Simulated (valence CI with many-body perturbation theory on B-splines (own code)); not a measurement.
## Ir⁵⁺: calculated level list

Calculated by relativistic CI+MBPT: four valence electrons over a frozen Dirac-Fock core [Xe] 4f14, radial functions for each j: 7 s, 7 p, 8 d, 6 f, 4 g, 1 h, with the one-electron correlation potential Σ1 (screened to all orders), the two-electron term Σ2, the three-electron term Σ3, Breit, model QED; selected single and double excitations, second order for the rest, scaled by the run's own slope (own B-spline code, finite nucleus).

No measured spectrum was set against this ion. As an estimate, terms of the open shell hold to 2 to 4 % of their energy, and close levels can change places; different configurations can be misplaced against each other by 1,000 to 8,000 cm⁻¹. The list stops below the first excitations out of the core.

Levels 136 to 180 of 190, with energies above the lowest level, (5d3/2^4) J=0. "Leading %" is the weight of the configuration and term that name the level; weights of strongly mixed levels are sums over their largest components and can fall short. In the jj column 3d3/2^4 stands for four electrons in 3d with j = 3/2. Lifetimes count E1, E2, E3, M1 and M2 decay at the calculated energies, and are blank where another channel may lead or the interval is too uncertain; long ones can be off by a factor of two.

| No. | Configuration | Term | J | E (eV) | Leading % | Lifetime | Second component | Leading jj |
| --- | --- | --- | --- | --- | --- | --- | --- | --- |
| 136 | 5d3 6p | 3F° | 2 | 29.802 | 61 | 93.1 ps | 15 % 5d3 6p 3D° | 5d3/2 5d5/2^2 6p3/2 (53 %) |
| 137 | 5d3 6p | 3G° | 3 | 29.805 | 44 | 126 ps | 22 % 5d3 6p 3F° | 5d3/2 5d5/2^2 6p3/2 (62 %) |
| 138 | 5d3 6p | 3F° | 4 | 29.871 | 28 | 150 ps | 14 % 5d3 6p 1G° | 5d3/2 5d5/2^2 6p3/2 (64 %) |
| 139 | 5d3 6p | 3P° | 1 | 29.927 | 34 | 135 ps | 20 % 5d3 6p 3D° | 5d3/2 5d5/2^2 6p3/2 (80 %) |
| 140 | 5d3 6p | 5S° | 2 | 29.969 | 46 | 169 ps | 25 % 5d3 6p 3P° | 5d3/2 5d5/2^2 6p3/2 (46 %) |
| 141 | 5d3 6p | 3P° | 0 | 30.059 | 76 | 109 ps | 12 % 5d3 6p 1S° | 5d3/2 5d5/2^2 6p3/2 (80 %) |
| 142 | 5d3 6p | 3G° | 3 | 30.099 | 29 | 164 ps | 16 % 5d3 6p 5D° | 5d3/2 5d5/2^2 6p3/2 (60 %) |
| 143 | 5d3 6p | 3D° | 2 | 30.228 | 26 | 155 ps | 16 % 5d3 6p 1D° | 5d3/2 5d5/2^2 6p3/2 (81 %) |
| 144 | 5d3 6p | 3H° | 6 | 30.282 | 56 | 166 ps | 23 % 5d3 6p 3I° | 5d3/2 5d5/2^2 6p3/2 (85 %) |
| 145 | 5d3 6p | 3D° | 1 | 30.330 | 47 | 111 ps | 16 % 5d3 6p 3P° | 5d3/2 5d5/2^2 6p3/2 (74 %) |
| 146 | 5d3 6p | 3D° | 3 | 30.434 | 62 | 105 ps | 8 % 5d3 6p 5P° | 5d3/2 5d5/2^2 6p3/2 (47 %) |
| 147 | 5d3 6p | 3I° | 7 | 30.614 | 98 | 355 ps |  | 5d3/2 5d5/2^2 6p3/2 (98 %) |
| 148 | 5d3 6p | 3D° | 2 | 30.720 | 50 | 115 ps | 14 % 5d3 6p 3P° | 5d3/2 5d5/2^2 6p3/2 (81 %) |
| 149 | 5d3 6p | 1H° | 5 | 30.748 | 48 | 89.6 ps | 31 % 5d3 6p 3G° | 5d3/2 5d5/2^2 6p3/2 (80 %) |
| 150 | 5d3 6p | 3S° | 1 | 30.795 | 29 | 107 ps | 24 % 5d3 6p 1P° | 5d3/2 5d5/2^2 6p3/2 (74 %) |
| 151 | 5d3 6p | 3F° | 4 | 30.887 | 77 | 95.5 ps | 10 % 5d3 6p 3G° | 5d3/2 5d5/2^2 6p3/2 (78 %) |
| 152 | 5d3 6p | 3D° | 3 | 31.109 | 37 | 93.8 ps | 12 % 5d3 6p 3F° | 5d3/2 5d5/2^2 6p3/2 (30 %) |
| 153 | 5d3 6p | 1D° | 2 | 31.140 | 49 | 99.9 ps | 21 % 5d3 6p 3F° | 5d3/2 5d5/2^2 6p3/2 (46 %) |
| 154 | 5d2 6s2 | 3F | 3 | 31.153 | 96 | 138 ns |  | 5d3/2 5d5/2 6s^2 (96 %) |
| 155 | 5d3 6p | 3G° | 4 | 31.180 | 38 | 173 ps | 26 % 5d3 6p 3F° | 5d3/2 5d5/2^2 6p3/2 (86 %) |
| 156 | 5d3 6p | 3D° | 2 | 31.232 | 33 | 131 ps | 16 % 5d3 6p 3P° | 5d5/2^3 6p3/2 (33 %) |
| 157 | 5d3 6p | 3G° | 5 | 31.334 | 55 | 133 ps | 17 % 5d3 6p 1H° | 5d5/2^3 6p3/2 (60 %) |
| 158 | 5d3 6p | 3D° | 3 | 31.394 | 37 | 140 ps | 19 % 5d3 6p 1F° | 5d3/2 5d5/2^2 6p3/2 (38 %) |
| 159 | 5d3 6p | 3H° | 6 | 31.462 | 51 | 167 ps | 31 % 5d3 6p 1I° | 5d5/2^3 6p3/2 (64 %) |
| 160 | 5d3 6p | 3S° | 1 | 31.470 | 43 | 94.9 ps | 28 % 5d3 6p 3P° | 5d3/2 5d5/2^2 6p3/2 (50 %) |
| 161 | 5d3 6p | 1D° | 2 | 31.494 | 43 | 163 ps | 32 % 5d3 6p 3P° | 5d3/2 5d5/2^2 6p3/2 (41 %) |
| 162 | 5d3 6p | 3F° | 4 | 31.623 | 35 | 116 ps | 22 % 5d3 6p 3G° | 5d5/2^3 6p3/2 (59 %) |
| 163 | 5d3 6p | 3D° | 3 | 31.732 | 50 | 186 ps | 18 % 5d3 6p 3F° | 5d3/2 5d5/2^2 6p3/2 (66 %) |
| 164 | 5d3 6p | 3P° | 0 | 31.794 | 68 | 216 ps | 24 % 5d3 6p 1S° | 5d5/2^3 6p3/2 (76 %) |
| 165 | 5d2 6s2 | 3P | 0 | 31.860 | 87 | 55.2 ns | 9 % 5d2 6s2 1S | 5d3/2^2 6s^2 (83 %) |
| 166 | 5d3 6p | 3D° | 1 | 31.955 | 52 | 88.3 ps | 34 % 5d3 6p 1P° | 5d3/2 5d5/2^2 6p1/2 (33 %) |
| 167 | 5d3 6p | 3G° | 5 | 31.961 | 89 | 188 ps | 5 % 5d3 6p 1H° | 5d3/2 5d5/2^2 6p3/2 (81 %) |
| 168 | 5d3 6p | 3F° | 4 | 32.057 | 47 | 149 ps | 31 % 5d3 6p 3G° | 5d3/2 5d5/2^2 6p3/2 (38 %) |
| 169 | 5d3 6p | 3D° | 2 | 32.068 | 59 | 125 ps | 9 % 5d3 6p 3F° | 5d3/2 5d5/2^2 6p3/2 (61 %) |
| 170 | 5d3 6p | 1F° | 3 | 32.165 | 42 | 98.0 ps | 21 % 5d3 6p 3D° | 5d5/2^3 6p3/2 (49 %) |
| 171 | 5d2 6s2 | 3F | 4 | 32.211 | 77 | 108 ns | 19 % 5d2 6s2 1G | 5d3/2 5d5/2 6s^2 (61 %) |
| 172 | 5d3 6p | 1G° | 4 | 32.276 | 69 | 128 ps | 15 % 5d3 6p 3F° | 5d3/2 5d5/2^2 6p3/2 (76 %) |
| 173 | 5d3 6p | 1F° | 3 | 32.380 | 37 | 113 ps | 33 % 5d3 6p 3D° | 5d3/2 5d5/2^2 6p3/2 (58 %) |
| 174 | 5d3 6p | 3D° | 1 | 32.410 | 64 | 137 ps | 9 % 5d3 6p 1P° | 5d3/2 5d5/2^2 6p3/2 (45 %) |
| 175 | 5d3 6p | 3D° | 2 | 32.422 | 35 | 116 ps | 23 % 5d3 6p 3F° | 5d5/2^3 6p1/2 (27 %) |
| 176 | 5d2 6s2 | 3P | 2 | 32.442 | 44 | 84.8 ns | 43 % 5d2 6s2 1D | 5d3/2 5d5/2 6s^2 (89 %) |
| 177 | 5d3 6p | 1P° | 1 | 32.750 | 35 | 108 ps | 21 % 5d3 6p 3D° | 5d5/2^3 6p3/2 (55 %) |
| 178 | 5d2 6s2 | 3P | 1 | 32.751 | 96 | 60.4 ns |  | 5d3/2 5d5/2 6s^2 (96 %) |
| 179 | 5d3 6p | 1F° | 3 | 32.827 | 41 | 105 ps | 19 % 5d3 6p 3F° | 5d5/2^3 6p1/2 (41 %) |
| 180 | 5d3 6p | 1D° | 2 | 33.064 | 49 | 116 ps | 16 % 5d3 6p 3F° | 5d3/2 5d5/2^2 6p3/2 (53 %) |

Where two levels of one J and parity lie close, their mixing, g and order are uncertain.
